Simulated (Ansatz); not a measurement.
`B[N]1[AlH][CH]1O` + H₂ → `B[N]1[CH2][AlH]1` + H₂O at 700 K and 1 bar (hydrogenolysis of a C–O bond).

Calculated with Ansatz (gas phase, PBE0-D4/def2-TZVP geometries, no zero-point term in ΔE). CBS: MP2 limit from def2 TZ/QZ plus the TZ coupled-cluster correction, frozen cores. This one scheme is used for every species. One conformer a species, not always the lowest.

| species | CCSD(T)/CBS energy (Eh) | H − E (kJ/mol) | S (J/(mol·K)) |
| --- | --- | --- | --- |
| `B[N]1[AlH][CH]1O` | -437.71522 | 244.6 | 444.3 |
| H₂ | -1.17544 | 46.8 | 155.3 |
| `B[N]1[CH2][AlH]1` | -362.54602 | 220.9 | 401.2 |
| H₂O | -76.37941 | 80.5 | 218.4 |

H − E and S are ideal-gas, rigid-rotor, harmonic terms from PBE0-D4/def2-TZVP, for one conformer and one mirror image of each species. The MP2-based limit puts H₂ 0.8 mEh under its directly extrapolated value; such offsets cancel only in part. 1 Eh = 2625.50 kJ/mol, R = 8.31446 J/(mol·K).

Q: By hand: ΔE, ΔH, ΔS and ΔG.

A: ΔE = (-362.54602) + (-76.37941) − (-437.71522) − (-1.17544) = -0.03477 Eh = -91.3 kJ/mol. Δ(H − E) = 220.9 + 80.5 − 244.6 − 46.8 = 10.0, so ΔH = -81.3 kJ/mol. ΔS = 401.2 + 218.4 − 444.3 − 155.3 = 20.0 J/(mol·K). ΔG = -81.3 − 700 × (20.0)/1000 = -95.3 kJ/mol.

Q: By hand: the equilibrium constant, and the temperature at which ΔG would vanish if ΔH and ΔS stayed fixed.

A: log₁₀ K = −ΔG/(RT ln 10) = 7.1. ΔH and −TΔS have one sign here, so there is no such temperature.

ΔH outweighs TΔS. A doubt of 5 kJ/mol in ΔE shifts log₁₀ K by 0.4 here. Other conformers and mirror images would add mixing entropy, several J/(mol·K) or more a flexible species. These are equilibria of isolated gas molecules and say nothing of rates. Largest T1 diagnostic: 0.014 (customary marks: 0.02 for closed shells, 0.045 for open ones).
